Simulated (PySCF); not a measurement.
FeO, quintet, geometry from GFN2-xTB (such geometries of metal compounds can be far from the true shape); B3LYP/def2-SVP in PySCF.

Input for PySCF:
```python
from pyscf import gto, scf, dft

mol = gto.M(
    atom='''
Fe   -0.000000   -0.000000   -0.376712
O     0.000000    0.000000    1.224313
''',
    basis='def2-svp',
    charge=0,
    spin=4,
    verbose=4,
)

mf = dft.UKS(mol)
mf.xc = 'b3lyp'
mf.kernel()
```

It wrote (shortened):

```
PySCF version 2.14.0

[INPUT] verbose = 4
[INPUT] num. atoms = 2
[INPUT] num. electrons = 34
[INPUT] charge = 0
[INPUT] spin (= nelec alpha-beta = 2S) = 4
[INPUT] symmetry False subgroup None
[INPUT] Mole.unit = angstrom
[INPUT] Symbol           X                Y                Z      unit          X                Y                Z       unit  Magmom
[INPUT]  1 Fe     0.000000000000   0.000000000000  -0.376712000000 AA    0.000000000000   0.000000000000  -0.711882507837 Bohr   0.0
[INPUT]  2 O      0.000000000000   0.000000000000   1.224313000000 AA    0.000000000000   0.000000000000   2.313616260745 Bohr   0.0

nuclear repulsion = 68.7489950946175
number of shells = 17
number of NR pGTOs = 97
number of NR cGTOs = 45
basis = def2-svp
ecp = {}

******** <class 'pyscf.dft.uks.UKS'> ********
method = UKS
initial guess = minao
damping factor = 0
level_shift factor = 0
DIIS = <class 'pyscf.scf.diis.CDIIS'>
diis_start_cycle = 1
diis_space = 8
diis_damp = 0
SCF conv_tol = 1e-09
SCF conv_tol_grad = None
SCF max_cycles = 50
direct_scf = True
direct_scf_tol = 1e-13
number electrons alpha = 19  beta = 15
XC library pyscf.dft.libxc version 7.1.2
    S. Lehtola, C. Steigemann, M. J. T. Oliveira, and M. A. L. Marques,  SoftwareX 7, 1–5 (2018)
XC functionals = b3lyp
    P. J. Stephens, F. J. Devlin, C. F. Chabalowski, and M. J. Frisch,  J. Phys. Chem. 98, 11623 (1994)
radial grids:
    Treutler-Ahlrichs [JCP 102, 346 (1995); DOI:10.1063/1.469408] (M4) radial grids

becke partition: Becke, JCP 88, 2547 (1988); DOI:10.1063/1.454033
pruning grids: <function nwchem_prune>
grids dens level: 3
symmetrized grids: False
atomic radii adjust function: <function treutler_atomic_radii_adjust>
small_rho_cutoff = 0
Set gradient conv threshold to 3.16228e-05
tot grids = 34992
init E= -1337.74793867978

cycle= 1 E= -1328.7849955198  delta_E= 8.96  |g|= 2.56  |ddm|= 9.95

cycle= 2 E= -1317.28440738545  delta_E= 11.5  |g|= 3.87  |ddm|=  8.8

cycle= 3 E= -1335.06260135614  delta_E= -17.8  |g|= 2.79  |ddm|= 4.05

cycle= 4 E= -1331.80775662524  delta_E= 3.25  |g|= 3.89  |ddm|= 1.84

cycle= 5 E= -1330.75596640655  delta_E= 1.05  |g|= 4.08  |ddm|= 0.34

cycle= 6 E= -1332.83739559232  delta_E= -2.08  |g|= 3.58  |ddm|= 0.569

cycle= 7 E= -1333.83815391905  delta_E=   -1  |g|= 3.13  |ddm|= 0.376

cycle= 8 E= -1333.97457001897  delta_E= -0.136  |g|= 3.07  |ddm|= 0.14

cycle= 9 E= -1334.362601369  delta_E= -0.388  |g|= 2.91  |ddm|= 0.223
cycle= 10 E= -1327.95787271159  delta_E=  6.4  |g|= 2.77  |ddm|=   10

cycle= 11 E= -1333.61878744656  delta_E= -5.66  |g|=  3.2  |ddm|= 9.73

cycle= 12 E= -1334.45924218834  delta_E= -0.84  |g|= 2.88  |ddm|= 0.708

cycle= 13 E= -1333.69312217248  delta_E= 0.766  |g|= 3.18  |ddm|= 0.328

cycle= 14 E= -1334.54029216444  delta_E= -0.847  |g|= 2.84  |ddm|= 0.83

cycle= 15 E= -1334.65236322343  delta_E= -0.112  |g|= 2.78  |ddm|= 0.191

cycle= 16 E= -1334.23597658579  delta_E= 0.416  |g|= 2.95  |ddm|= 0.169

cycle= 17 E= -1334.18353191859  delta_E= 0.0524  |g|= 2.97  |ddm|= 0.0242

cycle= 18 E= -1333.63036097681  delta_E= 0.553  |g|= 3.22  |ddm|= 0.283

cycle= 19 E= -1325.21566953761  delta_E= 8.41  |g|= 3.87  |ddm|= 11.4
cycle= 20 E= -1336.88133971379  delta_E= -11.7  |g|=  1.9  |ddm|= 11.4
cycle= 21 E= -1338.44657497839  delta_E= -1.57  |g|= 0.687  |ddm|= 1.35
cycle= 22 E= -1338.58840139223  delta_E= -0.142  |g|= 0.441  |ddm|= 1.05
cycle= 23 E= -1338.65620699883  delta_E= -0.0678  |g|= 0.146  |ddm|= 0.373
cycle= 24 E= -1338.66031257077  delta_E= -0.00411  |g|= 0.109  |ddm|= 0.0589
cycle= 25 E= -1338.66517976296  delta_E= -0.00487  |g|= 0.0228  |ddm|= 0.104
cycle= 26 E= -1338.66542047325  delta_E= -0.000241  |g|= 0.00993  |ddm|= 0.0376
cycle= 27 E= -1338.66547151719  delta_E= -5.1e-05  |g|= 0.00253  |ddm|= 0.00853
cycle= 28 E= -1338.66549139943  delta_E= -1.99e-05  |g|= 0.00317  |ddm|= 0.014
cycle= 29 E= -1338.66549654062  delta_E= -5.14e-06  |g|= 0.000323  |ddm|= 0.0046
cycle= 30 E= -1338.66549675537  delta_E= -2.15e-07  |g|= 0.000136  |ddm|= 0.00122
cycle= 31 E= -1338.66549677685  delta_E= -2.15e-08  |g|= 1.82e-05  |ddm|= 0.000359
cycle= 32 E= -1338.66549677787  delta_E= -1.02e-09  |g|= 1.4e-05  |ddm|= 7.79e-05
cycle= 33 E= -1338.66549677802  delta_E= -1.51e-10  |g|= 2.77e-06  |ddm|= 2.3e-05
Extra cycle  E= -1338.66549677799  delta_E= 3.43e-11  |g|= 1.06e-05  |ddm|= 8.25e-06
converged SCF energy = -1338.66549677799  <S^2> = 6.050263  2S+1 = 5.020065
```
